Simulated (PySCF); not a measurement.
# How methods differ on the electron affinity of K

K⁻ [Ar] 4s2 (1S) → K [Ar] 4s1 (2S), as a difference of total energies. Computed with PySCF 2.14 in def2-TZVPPD, with no relativity, point nucleus. Correlated levels: valence: [Ar] frozen. The calculations carry no spin-orbit coupling.

```
           method  electron affinity (eV)  difference from reference (eV)
              UHF                  -0.184                          -0.685
    MP2 (valence)                   0.197                          -0.304
SCS-MP2 (valence)                   0.273                          -0.228
   CCSD (valence)                   0.445                          -0.056
```

Reference: 0.501 eV (measured; photodetachment measurements, as compiled on the Wikipedia data page of electron affinities).

These non-relativistic numbers lack the scalar-relativistic shift.

Errors of the correlated levels include the incompleteness of this basis and the frozen core.

A negative affinity means that the anion lies above the atom at that level of theory.

With two correlated electrons CCSD is exact in that space.

The coupled-cluster amplitudes are large for K⁻ (T1 above 0.03 or a double amplitude above 0.15), so a single reference is strained.
